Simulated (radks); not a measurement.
Problem. Successive ionisation energies (eV) of one element, from differences of total energies of ions in their ground configurations, starting at charge 49: 4235.7, 4566.7, 4664.7, 10725.4, 11006.8, 11290.2, 11575.1, 11861.1, 12147.3, 13038.1, 13273.8, 54238, 55190. Calculated with a radial shooting solver on a logarithmic mesh with Libxc functionals: Dirac Kohn-Sham, PBE, spin-unpolarised, spherical densities, point nucleus; open shells are shared between the two j in proportion to 2j + 1. Which element is it?

Solution. Samarium (Z = 62). The first species listed is Sm49+ in [Ne] 3s2 3p1, the last Sm61+ in 1s1.
